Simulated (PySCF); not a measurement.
Sn(Cl)2(OH)2 (Cl2H2O2Sn), SMILES [Cl][Sn]([Cl])([OH])[OH]. Coordinates come from a PBE-D3(BJ)/def2-SVP optimisation. The structure was generated by enumeration; whether it is a known compound was not checked. The def2 effective core potentials stand for the cores of Sn; spin–orbit coupling is left out. One conformer was computed; it need not be the lowest.

Computed equilibrium geometry at PBE-D3(BJ)/def2-SVP (PySCF confirms it by a frequency run) as bond lengths and angles (one conformer of several):
Atoms: O1 Sn2 O3 Cl4 Cl5 H6 H7. Bond lengths (Å): O1–Sn2 1.985, O1–H6 0.979, Sn2–O3 1.993, Sn2–Cl4 2.359, Sn2–Cl5 2.344, O3–H7 0.979. Bond angles (°): Sn2–O1–H6 108.2, O1–Sn2–O3 107.6, O1–Sn2–Cl4 112.9, O1–Sn2–Cl5 106.5, O3–Sn2–Cl4 108.4, O3–Sn2–Cl5 113.0, Cl4–Sn2–Cl5 108.6, Sn2–O3–H7 108.9.
